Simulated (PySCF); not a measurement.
How the method moves the HOMO and LUMO of `FC(F)([SiH3])[SiH2]Cl`

Compound: CH5ClF2Si2.
Structure used (PBE0-D3(BJ)/def2-SVP), in Å, numbered top down from 1:
```xyz
11
CH5ClF2Si2 angstrom
F      0.252   -1.791    0.634
C      0.064   -0.704   -0.194
F      0.038   -1.178   -1.482
Si    -1.658    0.070    0.196
Si     1.630    0.381    0.023
Cl     1.335    2.126   -1.040
H     -1.602    0.653    1.568
H     -2.665   -1.025    0.129
H     -1.952    1.130   -0.807
H      2.803   -0.352   -0.517
H      1.792    0.714    1.463
```

Basis pcSseg-1 throughout (PySCF), one geometry. Geometry: PBE0-D3(BJ)/def2-SVP, one conformer, isolated molecule.

Problem. How do the orbital energies, the gap and the dipole change with the method?

Solution. 
```tsv
method	kind	HOMO (eV)	LUMO (eV)	gap (eV)	μ (D)	SCF cycles
BLYP	GGA	-6.63	-1.12	5.51	1.13	14
OPBE	GGA	-6.72	-1.13	5.59	1.12	15
PBE	GGA	-6.74	-1.31	5.43	1.12	14
B97-D	GGA	-6.79	-1.14	5.64	1.17	14
KT2	GGA	-6.87	-1.46	5.41	1.16	15
BP86	GGA	-6.87	-1.38	5.49	1.14	13
KT3	GGA	-6.88	-1.29	5.58	1.15	14
LDA	LDA	-6.91	-1.61	5.29	1.19	13
B97-2	global hybrid	-7.98	-0.41	7.57	1.28	12
B3LYP	global hybrid	-7.99	-0.60	7.40	1.27	12
PBE0	global hybrid	-8.23	-0.43	7.80	1.28	12
mPW1PW91	global hybrid	-8.27	-0.42	7.86	1.31	12
CAM-B3LYP	range-separated hybrid	-9.61	0.67	10.29	1.34	12
BHandHLYP	global hybrid	-9.62	0.56	10.18	1.44	12
wB97X-D	range-separated hybrid	-10.13	1.36	11.49	1.34	13
LC-wPBE	range-separated hybrid	-10.92	1.82	12.74	1.36	13
HF	Hartree–Fock	-11.77	3.00	14.77	1.59	10
```

The HOMO spans 5.14 eV, from BLYP down to HF, and the gap runs from 5.29 eV (LDA) to 14.77 eV (HF). Over the methods BLYP (0 %), OPBE (0 %), PBE (0 %), B97-D (0 %), KT2 (0 %), BP86 (0 %), KT3 (0 %), LDA (0 %), B97-2 (21 %), B3LYP (20 %), PBE0 (25 %), mPW1PW91 (25 %), BHandHLYP (50 %), HF (100 %), a straight line through the gap against the share of exact exchange rises by 0.93 eV for each 10 % (correlation coefficient 0.999). The dipole ranges from 1.12 D (PBE) to 1.59 D (HF). This basis has no diffuse functions.
